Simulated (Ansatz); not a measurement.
Born–Oppenheimer molecular dynamics of C3H10Si (14 atoms, charge 0, multiplicity 1). It starts from a relaxed structure.

Computed with Ansatz 0.2.0, RKS PBE/6-31G.

```
ensemble                      : NVE (velocity Verlet)
time step                     : 1 fs
steps asked                   : 166
starting velocities drawn for : 2000 K
masses                        : H 2.014 u
seed                          : 614188
```

First frame:

```xyz
14
Properties=species:S:1:pos:R:3
Si 0.008 -0.050 -0.019
H 0.033 -0.205 1.498
C 1.823 0.046 -0.650
H 2.378 -0.870 -0.385
H 1.847 0.157 -1.748
H 2.347 0.908 -0.205
C -0.941 1.567 -0.450
H -1.977 1.524 -0.073
H -0.446 2.443 0.001
H -0.977 1.716 -1.543
C -0.886 -1.577 -0.772
H -1.918 -1.653 -0.390
H -0.930 -1.499 -1.872
H -0.354 -2.508 -0.513
```

Q: What does the run give?

A: The run went to its last step.

```yaml
steps_done: 166
time_covered: 166 fs
mean_temperature_over_the_second_half: 985 K
spread_of_the_potential_energy_over_the_second_half: 26.7 meV per atom
mean_potential_energy_of_the_second_half_above_the_start: 113.9 meV per atom
```

The conserved energy stayed within 2.8 meV per atom of its start (net change 1.6 meV per atom), so there is no drift, though single steps change it by up to 20 meV in the whole system, a sign of fast motions only just resolved. Over the second half the temperature averaged 0.49 of the 2000 K drawn at the start: a run that starts near a minimum puts about half its kinetic energy into the potential. A run of 0.17 ps of so small a system gives no equilibrium averages. Limits of this set-up: no polarisation functions.

Q: What happens to the structure?

A: The same pairs are bonded in the first frame and the last. Pairs count as bonded within 1.25 times the sum of covalent radii (0.12 Å more for H–H). Another seed would give other details.

Q: How do temperature and energy run in time?

A: 
```json
{"time (fs)": "0", "T (K)": "2000", "potential energy less start (eV)": "0.000", "conserved less start (meV/atom)": "0.00"}
{"time (fs)": "13", "T (K)": "657", "potential energy less start (eV)": "2.112", "conserved less start (meV/atom)": "2.10"}
{"time (fs)": "26", "T (K)": "1137", "potential energy less start (eV)": "1.364", "conserved less start (meV/atom)": "1.77"}
{"time (fs)": "39", "T (K)": "533", "potential energy less start (eV)": "2.300", "conserved less start (meV/atom)": "1.82"}
{"time (fs)": "52", "T (K)": "951", "potential energy less start (eV)": "1.651", "conserved less start (meV/atom)": "1.72"}
{"time (fs)": "65", "T (K)": "1137", "potential energy less start (eV)": "1.353", "conserved less start (meV/atom)": "1.08"}
{"time (fs)": "78", "T (K)": "1159", "potential energy less start (eV)": "1.330", "conserved less start (meV/atom)": "1.80"}
{"time (fs)": "91", "T (K)": "1147", "potential energy less start (eV)": "1.339", "conserved less start (meV/atom)": "1.15"}
{"time (fs)": "104", "T (K)": "795", "potential energy less start (eV)": "1.887", "conserved less start (meV/atom)": "1.32"}
{"time (fs)": "117", "T (K)": "827", "potential energy less start (eV)": "1.850", "conserved less start (meV/atom)": "2.21"}
{"time (fs)": "130", "T (K)": "682", "potential energy less start (eV)": "2.075", "conserved less start (meV/atom)": "2.19"}
{"time (fs)": "143", "T (K)": "1464", "potential energy less start (eV)": "0.832", "conserved less start (meV/atom)": "0.07"}
{"time (fs)": "156", "T (K)": "995", "potential energy less start (eV)": "1.589", "conserved less start (meV/atom)": "2.20"}
```

The run took 7.4 min on 1 thread of Arm Neoverse V2 (shared host), peak memory 0.11 GiB.
